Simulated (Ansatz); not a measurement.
Problem. Name a neutral molecule of C, Ga, N and H with HOMO–LUMO gap (PBE/def2-TZVPP) between 2.65 and 2.95 eV and HOMO energy (PBE/def2-TZVPP) between -4.85 and -4.55 eV (Ansatz, PBE0-D4/def2-TZVP geometry).

Solution. `[CH2]1N[CH2][GaH]1` (2.72 eV, -4.78 eV). Other molecules can fit too; these were computed, each in one conformer that needn't be the lowest.
